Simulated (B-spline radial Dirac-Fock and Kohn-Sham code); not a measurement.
ΔSCF core binding energies without Breit or QED terms, calculated with a radial B-spline solver.

A sound run for the free platinum atom, configuration [Xe] 4f14 5d9 6s1: The ground state converged in 12 iterations, with total energy -18434.87710 Ha, virial ratio 1.87485 and highest orbital energy -7.73 eV. ΔSCF binding energies: K (1s) 78814.8 eV, L3 (2p3/2) 11604.5 eV. Holes are computed only in closed shells, and unreliable hole states are left out.

A second run, with one unsound setting: The ground state had not converged after 65 iterations, with total energy -18434.36544 Ha, virial ratio 1.87721 and highest orbital energy -9.70 eV. ΔSCF binding energies: K (1s) 78803.3 eV, L3 (2p3/2) 11592.2 eV (not all states converged, so these are not final). Holes are computed only in closed shells, and unreliable hole states are left out.

```
iter   energy (Ha)        error
   1   -18432.61770839  2.23e+00
   2   -18410.75399622  4.79e-01
   3   -18410.92642025  4.75e-01
   4   -18411.36364828  4.71e-01
   5   -18424.60573134  3.79e-01
   6   -18431.59135895  3.11e-01
   7   -18431.86951720  3.07e-01
   8   -18432.05909926  3.02e-01
   9   -18432.21061775  2.98e-01
  17   -18432.95632870  2.68e-01
  25   -18433.39552610  2.42e-01
  33   -18433.70431558  2.19e-01
  41   -18433.93517061  1.99e-01
  49   -18434.11334753  1.80e-01
  57   -18434.25358510  1.64e-01
  65   -18434.36543654  1.49e-01
```

Q: Which fault fits the second run best?
A. mesh too coarse
B. damping too heavy
C. box too small
D. spline order too low

A: B. The input had damp = 0.995; ndamp = 100: damp is so close to 1 that the orbitals hardly move in each step.
